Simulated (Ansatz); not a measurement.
Born–Oppenheimer molecular dynamics of B$_{2}$ClH$_{2}$IO (7 atoms, charge 0, multiplicity 1). It starts at the highest image of a converged band. Of that band: Neighbouring images differ by up to 2.3 eV, so the band resolves the path poorly. A vibrational analysis at the climbing image gives 2 clearly imaginary modes (1485i, 102i cm⁻¹): a point of higher order, so a lower path passes nearby.

These are results of UKS PBE/def2-SVP (Ansatz), not measurements.

```json
{
  "ensemble": "NVE (velocity Verlet)",
  "time step": "0.5 fs",
  "steps asked": "200",
  "starting velocities drawn for": "300 K",
  "seed": "11746"
}
```

First frame:

```xyz
7
Properties=species:S:1:pos:R:3
B 0.530 -0.114 0.641
O -0.954 0.213 0.511
B -0.285 -0.236 -0.758
Cl -0.918 -1.713 -1.526
I 0.461 1.506 -1.937
H -0.165 0.519 1.542
H 1.392 -0.242 1.482
```

(1) What does the run give?

(2) What happens to the structure?

(3) How do temperature and energy run in time?

## Answers

(1) All steps were run.

- steps done: 200
- time covered: 100 fs
- mean temperature over the second half: 2853 K
- spread of the potential energy over the second half: 83.6 meV per atom
- mean potential energy of the second half above the start: -235.8 meV per atom

The conserved energy stayed within 0.61 meV per atom of its start (net change -0.017 meV per atom), so the integration is sound. The system heated up, since it started high on the potential surface and ran downhill. A run of 0.1 ps of so small a system gives no equilibrium averages. The orbitals stay closed-shell, which can raise the energy where a bond breaks towards radicals; this wasn't checked here.

(2) The step under study would form O2–H6 and break B1–H6. These pairs go: O2–H6 1.33 → 1.01 Å, B1–H6 1.30 → 2.28 Å. In the last frame they stand as after the step (other bonds may differ from the relaxed reactants and products). Also parted: O2–B3 1.50 → 2.91 Å. It ends as one piece, B2ClH2IO. Pairs count as bonded within 1.25 times the sum of covalent radii (0.12 Å more for H–H). The details hang on the random start.

(3) 
```csv
time (fs),T (K),potential energy less start (eV),conserved less start (meV/atom)
0.0,300,0.000,0.00
3.0,251,0.032,0.08
6.0,447,-0.094,0.11
9.0,1192,-0.577,-0.04
12.0,1981,-1.086,0.09
15.0,2227,-1.247,-0.22
18.0,1985,-1.089,0.00
21.0,2395,-1.356,-0.21
24.0,2425,-1.375,-0.26
27.0,2258,-1.265,0.13
30.0,3084,-1.803,-0.43
33.0,2825,-1.634,-0.24
36.0,2201,-1.227,0.18
39.0,3201,-1.876,-0.17
42.0,4155,-2.494,-0.43
45.0,3700,-2.198,-0.12
48.0,2906,-1.686,-0.18
51.0,1966,-1.077,-0.02
54.0,1413,-0.718,0.15
57.0,1658,-0.878,-0.08
60.0,2195,-1.226,-0.19
63.0,2465,-1.400,-0.08
66.0,2448,-1.389,-0.13
69.0,2564,-1.463,0.00
72.0,3544,-2.097,-0.06
75.0,4489,-2.711,-0.49
78.0,4019,-2.405,-0.09
81.0,3761,-2.237,-0.03
84.0,4016,-2.404,-0.24
87.0,3921,-2.342,-0.25
90.0,3019,-1.758,-0.06
93.0,2264,-1.269,-0.03
96.0,2345,-1.323,-0.16
99.0,2312,-1.300,0.07
```

The run took 6.7 min on 2 threads of Intel(R) Xeon(R) Platinum 8375C CPU @ 2.90GHz (Ice Lake), with other jobs on the host, peak memory 0.2 GiB.
